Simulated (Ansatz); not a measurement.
`[SiH3]S[SiH2]Cl` + `CCCO` → `CCCO[SiH3]` + `S[SiH2]Cl`  (ligand exchange at the Si–S bond)

Isolated molecules relaxed with PBE0-D4/def2-TZVP in Ansatz; ΔE leaves out vibrations. CCSD(T)/CBS adds triple-zeta CCSD(T) − MP2 to the extrapolated MP2 energy (def2 sets, frozen cores). Functionals use def2-TZVPP. One conformer a species, not always the lowest.

`[SiH3]S[SiH2]Cl`:

Cartesian coordinates in Å:
```
Si 0.962 0.301 -1.264
S -0.147 -1.386 -0.533
Si -0.898 -0.503 1.239
Cl -2.028 1.169 0.847
H 1.550 1.041 -0.119
H 2.030 -0.251 -2.130
H 0.091 1.206 -2.050
H 0.202 -0.065 2.126
H -1.761 -1.514 1.885
```

`CCCO`:

Z-matrix (Å, degrees):
```
C
C 1 1.519
H 1 1.094 2 111.3
H 1 1.092 2 111.4 3 120.2
H 1 1.093 2 111.1 3 -119.8
C 2 1.516 1 112.3 3 59.4
H 2 1.097 1 109.7 3 -61.9
H 2 1.094 1 110.5 3 -179.1
O 6 1.412 2 113.3 1 177.5
H 6 1.101 2 109.8 1 -57.8
H 6 1.094 2 109.9 1 59.5
H 9 0.961 6 108.2 2 59.3
```

`CCCO[SiH3]`:

Z-matrix (Å, degrees):
```
C
C 1 1.518
H 1 1.094 2 111.4
H 1 1.094 2 111.4 3 -120.1
H 1 1.091 2 111.2 3 120.0
C 2 1.511 1 112.0 3 60.1
H 2 1.094 1 110.5 3 -61.0
H 2 1.094 1 110.5 3 -178.8
O 6 1.414 2 109.8 1 -179.9
H 6 1.100 2 109.9 1 -58.8
H 6 1.100 2 109.9 1 58.9
Si 9 1.641 6 122.5 2 -179.7
H 12 1.481 9 106.6 6 -179.9
H 12 1.490 9 111.0 6 -59.9
H 12 1.490 9 111.0 6 60.1
```

`S[SiH2]Cl`:

Z-matrix (Å, degrees):
```
Si
Cl 1 2.054
S 1 2.120 2 112.9
H 1 1.478 2 108.5 3 -116.6
H 1 1.479 2 106.5 3 122.3
H 3 1.344 1 94.3 2 70.4
```

Is it downhill or uphill in electronic energy at CCSD(T)/CBS, and by how much? (An estimate is asked.)

Computed: Downhill: ΔE = -0.26 eV.

What do these levels give: PBE0-D4, ωB97M-V, PBE, MP2/def2-TZVPP, SCS-MP2/def2-QZVPP, MP2/CBS(def2)? (Best estimate.)

The calculation gave: PBE0-D4 -0.16, ωB97M-V -0.27, PBE -0.18, MP2/def2-TZVPP -0.26, SCS-MP2/def2-QZVPP -0.31, MP2/CBS(def2) -0.22 eV.

Largest T1 diagnostic among the species: 0.011.

The D4 term adds +0.06 eV with B3LYP and +0.03 eV with PBE0; it sums over pairs of atoms, weighted by their polarisabilities, and B3LYP, whose exchange is more repulsive, gets the larger term. In def2-TZVPP, CCSD(T) changes the Hartree–Fock value by +0.17 eV (the triples alone add +0.03 eV) and MP2 by +0.20 eV.

B3LYP here is the variant with VWN-RPA as its local correlation; programs differ in this.
